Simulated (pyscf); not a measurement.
Single points on ωB97X-D3(BJ)/def2-SVP structures (PySCF, gas phase).

SMILES: [Cu][Se][SiH3]
```xyz
6

Si     0.5109    -0.2169    -0.1480
Se    -0.7180     0.9017    -1.6679
Cu    -0.8244     2.5930    -0.2167
H      0.8853    -1.5532    -0.6985
H     -0.2211    -0.4467     1.1372
H      1.7778     0.4937     0.2134
```
Charge 0, spin multiplicity 1.

### Question
How much does it cost (ΔH, 298 K, ωB97M-D3(BJ)/def2-TZVP) to split H₃Si–Se–Cu at its Cu–Se bond into H₃Si–Se• + Cu•?

### Answer
Cu–Se to H₃Si–Se• + Cu•: 61.9 kcal/mol. The 7 functionals that were run give +56.6 (M06-2X) to +69.0 kcal/mol (ωB97X-D3(BJ)/def2-TZVP). Other isomers of H₃Si–Se• were not searched in full and may lie lower. Open-shell species with a d-block atom are single-reference here; other states, and whether the spin sits on metal or ligand, were not checked. Elements up to Kr have no core potential and no relativistic terms here.
